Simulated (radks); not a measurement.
Fractional charge and spin in the 5p shell of erbium: the spin-up occupation runs from 2 to 3 and the spin-down occupation from 2 to 3; the fullest corner is Er2+, [Kr] 4d10 4f(up 6, down 6) 5s2 5p(up 3, down 3). Calculated with a radial shooting solver on a logarithmic mesh with Libxc functionals: scalar-relativistic Kohn-Sham, PBEsol, spin-polarised, spherical densities, point nucleus. Energy (eV) minus the two flat planes that join the four corners (they meet along the diagonal where the two added fractions sum to one electron); zero is where a piecewise linear energy would lie.

\begin{tabular}{lrrr}
down \ up & 2 & 2.5 & 3 \\ \hline
2 & 0.000 & -1.743 & 0.000 \\
2.5 & -1.743 & 0.222 & -1.641 \\
3 & 0.000 & -1.641 & 0.000 \\
\end{tabular}

Corners above the fullest one (they belong to Er3+ and the next ion): (up 3, down 2) 47.268 eV, (up 2, down 3) 47.268 eV, (up 2, down 2) 108.97 eV. With half an added electron in each spin the energy lies 0.222 eV from the planes, and with half an added electron in spin up alone -1.743 eV. The planes are only a guide here: the flat-plane condition holds for ground states with one frontier orbital, while this shell lies below other occupied shells, so the corners above the fullest one are inner-hole states and not the ground states of those ions.
